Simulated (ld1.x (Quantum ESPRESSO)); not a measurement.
An all-electron radial function and its pseudo partner (Zr)

Columns: radius, all-electron u(r) and pseudo u(r) of the 4s shell (level -54.29 eV) of zirconium in the configuration [Ar] 3d10 4s2 4p6 4d2 5s2 5p0; BLYP, scalar-relativistic, PAW scheme, ld1.x (Quantum ESPRESSO) 7.5.

```csv
r (bohr),all-electron,pseudo
0.132,-0.3176,-0.3143
0.265,0.4082,-0.6085
0.398,0.5052,-0.8600
0.530,0.0795,-1.0523
0.663,-0.4193,-1.1795
0.795,-0.7843,-1.2380
0.928,-0.9864,-1.2337
1.060,-1.0510,-1.1770
1.193,-1.0221,-1.0812
1.325,-0.9383,-0.9633
1.458,-0.8277,-0.8359
1.590,-0.7108,-0.7122
1.723,-0.5973,-0.5974
1.855,-0.4951,-0.4951
1.988,-0.4049,-0.4049
2.120,-0.3286,-0.3286
2.252,-0.2647,-0.2647
2.385,-0.2117,-0.2117
2.518,-0.1684,-0.1684
2.650,-0.1337,-0.1337
2.782,-0.1058,-0.1058
2.915,-0.0833,-0.0833
3.048,-0.0655,-0.0655
3.180,-0.0514,-0.0514
3.312,-0.0403,-0.0403
3.445,-0.0315,-0.0315
```

Question: How many radial nodes do the two functions have?

Answer: The all-electron 4s function has n − l − 1 = 3 (the table is too coarse to show those close to the nucleus); the pseudo-wave has 0, since the states of the same l below it are removed with the core.

Question: At about which radius was the pseudo-wave matched?

Answer: 1.75 bohr, where the columns begin to agree (steps of 0.13 bohr).

Question: Where does each function peak?

Answer: Outermost all-electron maximum near 1.06 bohr, pseudo maximum near 0.80 bohr (to the table’s step).

Question: Is the pseudo-wave norm-conserving?

Answer: No, it belongs to a PAW set: the norm inside the radius is not constrained, and the difference is carried by the augmentation charge.
